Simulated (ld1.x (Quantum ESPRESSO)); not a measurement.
platinum (Pt): TM semilocal pseudisation with PBEsol, scalar-relativistic reference atom.

* Element: Pt (Z = 78)
* Generator: ld1.x (Quantum ESPRESSO) 7.5
* Type: norm-conserving Troullier–Martins (semilocal form)
* Functional: PBEsol
* Relativity: scalar-relativistic
* Frozen core: [Xe]
* Valence charge: 24
* Reference configuration: 4f14 5d9 6s1 6p0
* Partial waves: 6s (bound): rc 1.10 bohr; 6p (bound, empty): rc 2.55 bohr; 4f (bound): rc 0.75 bohr; 5d (bound): rc 1.90 bohr
* Local potential: the d channel
* Core correction: Bessel-smoothed model core inside 0.60 bohr

All-electron outer shells of the reference configuration (PBEsol, scalar-relativistic, ld1.x):

| shell | level (eV) | outermost node (bohr) | outermost maximum (bohr) |
| --- | --- | --- | --- |
| 5s | -101.88 | 0.49 | 0.87 |
| 4f | -70.14 | – | 0.38 |
| 5p | -56.04 | 0.53 | 0.98 |
| 5d | -6.17 | 0.57 | 1.26 |
| 6s | -5.70 | 1.14 | 2.38 |
| 6p | -0.78 | 1.36 | 3.60 |

Question: Is a potential produced?

Answer: No. ld1.x (Quantum ESPRESSO) 7.5 stopped with "the pseudo-atom did not reach self-consistency". The 6s radius of 1.10 bohr lies inside the outermost node of the all-electron wave at 1.14 bohr. Before that it printed "Warning: n=1, l=0 expected 0 nodes, found *".
